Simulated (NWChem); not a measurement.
System: C5H5N; SMILES C=C=C(C)C#N

Parts of the log:

```
             Northwest Computational Chemistry Package (NWChem) 7.3.0
             --------------------------------------------------------

                             Geometry "geometry" -> ""
                             -------------------------

 Output coordinates in angstroms (scale by  1.889725989 to convert to a.u.)

  No.       Tag          Charge          X              Y              Z
 ---- ---------------- ---------- -------------- -------------- --------------
    1 C                    6.0000     0.84786800    -2.27415400     0.00000000
    2 C                    6.0000     0.27112900    -1.10543900     0.00000000
    3 C                    6.0000    -0.32267500     0.07505500     0.00000000
    4 C                    6.0000    -1.81988100     0.26227600     0.00000000
    5 C                    6.0000     0.49498600     1.25566500     0.00000000
    6 N                    7.0000     1.12015500     2.23273400     0.00000000
    7 H                    1.0000     1.10226700    -2.78082800    -0.93769200
    8 H                    1.0000     1.10226700    -2.78082800     0.93769200
    9 H                    1.0000    -2.13688600     0.82953900    -0.88852600
   10 H                    1.0000    -2.13688600     0.82953900     0.88852600
   11 H                    1.0000    -2.32830900    -0.71014100     0.00000000

 Effective nuclear repulsion energy (a.u.)     182.9856255929

                                 NWChem DFT Module
                                 -----------------

 Summary of "ao basis" -> "ao basis" (spherical)
 ------------------------------------------------------------------------------
       Tag                 Description            Shells   Functions and Types
 ---------------- ------------------------------  ------  ---------------------
 C                           6-31g*                  6       14   3s2p1d
 N                           6-31g*                  6       14   3s2p1d
 H                           6-31g*                  2        2   2s

 in cosmo_initialize ...

 solvent parameters
 solvname_short: unkn
 solvname_long:  unknown
 dielec:       46.7000

          ---------------
          -cosmo- solvent
          ---------------
 Cosmo: York-Karplus, doi: 10.1021/jp992097l
 dielectric constant -eps-     =  46.70
 screen = (eps-1)/(eps    )    =   0.97859
 surface charge correction     = lagrangian

   van der Waals surface
 --------------------------

 ---------- ATOMIC COORDINATES (A.U.) ------------ VDWR(ANG.) --
     1    1.60223819   -4.29752792    0.00000000     2.000
     2    0.51235952   -2.08897681    0.00000000     2.000
     3   -0.60976733    0.14183338    0.00000000     2.000
     4   -3.43907642    0.49562977    0.00000000     2.000
     5    0.93538791    2.37286278    0.00000000     2.000
     6    2.11678601    4.21925547    0.00000000     1.830
     7    2.08298260   -5.25500294   -1.77198094     1.300
     8    2.08298260   -5.25500294    1.77198094     1.300
     9   -4.03812901    1.56760141   -1.67907067     1.300
    10   -4.03812901    1.56760141    1.67907067     1.300
    11   -4.39986603   -1.34197190    0.00000000     1.300
 number of segments per atom =         32
 number of   points per atom =         32
 atom (   nspa,  nppa )
 ----------------------
    1 (     20,     0 )       0
    2 (     16,     0 )       0
    3 (     10,     0 )       0
    4 (     16,     0 )       0
    5 (     14,     0 )       0
    6 (     24,     0 )       0
    7 (     16,     0 )       0
    8 (     16,     0 )       0
    9 (     14,     0 )       0
   10 (     14,     0 )       0
   11 (     16,     0 )       0
 number of -cosmo- surface points =      176
 molecular surface =    145.245 angstrom**2
 molecular volume  =    118.025 angstrom**3
 G(cav/disp)       =      1.586 kcal/mol
 -lineq- algorithm             =   0
 -bem- low  level              =   2
 -bem- from -octahedral-
 gaussian surface charge width =   4.50000
 degree of switching           =   1.00000
 switching function tolerance  =   0.00010
 atomic radii =
 --------------
    1  6.000  2.000
    2  6.000  2.000
    3  6.000  2.000
    4  6.000  2.000
    5  6.000  2.000
    6  7.000  1.830
    7  1.000  1.300
    8  1.000  1.300
    9  1.000  1.300
   10  1.000  1.300
   11  1.000  1.300
 ...... end of -cosmo- initialization ......

[...]

                                   COSMO solvation results
                                   -----------------------

                 gas phase energy =      -248.210977101186
                 sol phase energy =      -248.220687147297
 (electrostatic) solvation energy =         0.009710046111 (    6.09 kcal/mol)

                       DFT Final Molecular Orbital Analysis
                       ------------------------------------

 Vector   19  Occ=2.000000D+00  E=-3.446186D-01
              MO Center=  6.0D-01,  1.6D+00,  1.8D-10, r^2= 2.0D+00
   Bfn.  Coefficient  Atom+Function         Bfn.  Coefficient  Atom+Function
  ----- ------------  ---------------      ----- ------------  ---------------
    73      0.362811   6 N  px               59      0.331655   5 C  px
    74     -0.263168   6 N  py               77      0.217333   6 N  px
    63      0.183220   5 C  px               60     -0.176825   5 C  py
    78     -0.159821   6 N  py               45      0.158563   4 C  px
    31     -0.127344   3 C  px               64     -0.107736   5 C  py

 Vector   20  Occ=2.000000D+00  E=-2.901404D-01
              MO Center=  4.7D-01, -1.5D+00,  8.7D-11, r^2= 2.1D+00
   Bfn.  Coefficient  Atom+Function         Bfn.  Coefficient  Atom+Function
  ----- ------------  ---------------      ----- ------------  ---------------
     3      0.365244   1 C  px               17      0.352264   2 C  px
     7      0.253963   1 C  px               21      0.191888   2 C  px
     4      0.184466   1 C  py               18      0.166260   2 C  py
    22      0.145192   2 C  py                8      0.140238   1 C  py
    45      0.121278   4 C  px               60      0.104492   5 C  py

 Vector   21  Occ=2.000000D+00  E=-2.686776D-01
              MO Center=  1.1D-01, -6.9D-02,  1.1D-09, r^2= 3.6D+00
   Bfn.  Coefficient  Atom+Function         Bfn.  Coefficient  Atom+Function
  ----- ------------  ---------------      ----- ------------  ---------------
    33      0.364495   3 C  pz               19      0.337357   2 C  pz
    75     -0.267537   6 N  pz               37      0.252430   3 C  pz
    23      0.227872   2 C  pz               79     -0.191806   6 N  pz
    47     -0.115181   4 C  pz               90      0.111154   9 H  s
    92     -0.111154  10 H  s                86      0.109962   7 H  s

 Vector   22  Occ=0.000000D+00  E=-3.785733D-02
              MO Center=  4.0D-01, -1.2D-01, -3.6D-10, r^2= 4.0D+00
   Bfn.  Coefficient  Atom+Function         Bfn.  Coefficient  Atom+Function
  ----- ------------  ---------------      ----- ------------  ---------------
    23      0.437554   2 C  pz               19      0.428187   2 C  pz
    37     -0.329330   3 C  pz               79      0.319238   6 N  pz
    75      0.291446   6 N  pz               86      0.290839   7 H  s
    88     -0.290839   8 H  s                33     -0.276455   3 C  pz
    65     -0.236358   5 C  pz               61     -0.231896   5 C  pz

 Vector   23  Occ=0.000000D+00  E=-1.244167D-02
              MO Center=  4.1D-01, -7.3D-01,  8.7D-10, r^2= 4.3D+00
   Bfn.  Coefficient  Atom+Function         Bfn.  Coefficient  Atom+Function
  ----- ------------  ---------------      ----- ------------  ---------------
    48     -0.475776   4 C  s                 7      0.453018   1 C  px
    21     -0.382487   2 C  px                3      0.334630   1 C  px
    17     -0.335667   2 C  px               77      0.251279   6 N  px
    62      0.226322   5 C  s                73      0.218689   6 N  px
    59     -0.213537   5 C  px                8      0.210321   1 C  py

 Vector   24  Occ=0.000000D+00  E= 4.427230D-02
              MO Center=  5.9D-01,  6.7D-01, -3.7D-10, r^2= 3.8D+00
   Bfn.  Coefficient  Atom+Function         Bfn.  Coefficient  Atom+Function
  ----- ------------  ---------------      ----- ------------  ---------------
    63      0.372795   5 C  px               62      0.365692   5 C  s
    77     -0.350513   6 N  px               78      0.313334   6 N  py
    59      0.310746   5 C  px               60     -0.311796   5 C  py
    22     -0.305219   2 C  py               20     -0.293296   2 C  s
    73     -0.287695   6 N  px                7      0.282082   1 C  px

     Multipole analysis of the density
     ---------------------------------

     L   x y z        total         alpha         beta         nuclear
     -   - - -        -----         -----         ----         -------
     0   0 0 0     -0.000000    -21.000000    -21.000000     42.000000

     1   1 0 0     -1.011960     -0.763077     -0.763077      0.514194
     1   0 1 0     -1.918966     -1.239953     -1.239953      0.560941
     1   0 0 1      0.000000      0.000000      0.000000      0.000000

     2   2 0 0    -25.916992   -106.677028   -106.677028    187.437064
     2   1 1 0     -6.214150      2.539772      2.539772    -11.293694
     2   1 0 1     -0.000000     -0.000000     -0.000000      0.000000
     2   0 2 0    -29.020115   -193.976781   -193.976781    358.933447
     2   0 1 1      0.000000      0.000000      0.000000      0.000000
     2   0 0 2    -25.047724    -18.483057    -18.483057     11.918390
```

Level: B3LYP/6-31G* (spherical d), COSMO on the gas-phase geometry. The geometry was optimised at PBE0/def2-SVP. COSMO prints the solvation energy as gas minus solution, so a positive value is a stabilisation.

Write an input that gives this output.

This is not unique; one that fits is the input that was run:
```
start job
memory heap 200 mb stack 900 mb global 1100 mb
geometry units angstroms noautosym nocenter noautoz
  C      0.847868    -2.274154     0.000000
  C      0.271129    -1.105439     0.000000
  C     -0.322675     0.075055     0.000000
  C     -1.819881     0.262276     0.000000
  C      0.494986     1.255665     0.000000
  N      1.120155     2.232734     0.000000
  H      1.102267    -2.780828    -0.937692
  H      1.102267    -2.780828     0.937692
  H     -2.136886     0.829539    -0.888526
  H     -2.136886     0.829539     0.888526
  H     -2.328309    -0.710141     0.000000
end
basis spherical
  C library 6-31g*
  N library 6-31g*
  H library 6-31g*
end
dft
  xc b3lyp
  iterations 150
end
cosmo
  dielec 46.7
end
task dft energy
```
